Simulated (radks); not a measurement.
The numbers below are computed, except where a source is named.
Spin polarisation of the 4f1 shell in Ce. Start: [Xe] 4f(up 0.5, down 0.5) 5d(up 0.5, down 0.5) 6s2; electrons of 4f are moved from spin down to spin up, other shells keep equal spins. Level of theory: non-relativistic Kohn-Sham, r2SCAN, spin-polarised, spherical densities, point nucleus; meta-GGA in the generalised Kohn-Sham scheme (a radial shooting solver on a logarithmic mesh with Libxc functionals).

moment (Bohr magnetons)  E - E(0) (eV)  e(4f up) (eV)  e(4f down) (eV)  6s down minus up (eV)  5d down minus up (eV)
0                                0.000         -8.594           -8.594                  0.000                 0.000
0.25                            -0.015         -8.716           -8.468                  0.012                  0.041
0.5                             -0.062         -8.834           -8.339                  0.025                  0.083
0.75                            -0.139         -8.948           -8.205                  0.037                  0.124
1                               -0.247         -9.058           -8.068                  0.050                  0.166

At moment 1 the spin-polarisation energy is -0.247 eV and the 4f exchange splitting 0.990 eV, that is 0.990 eV per Bohr magneton; E = -I m^2/4 would give I = 0.990 eV.
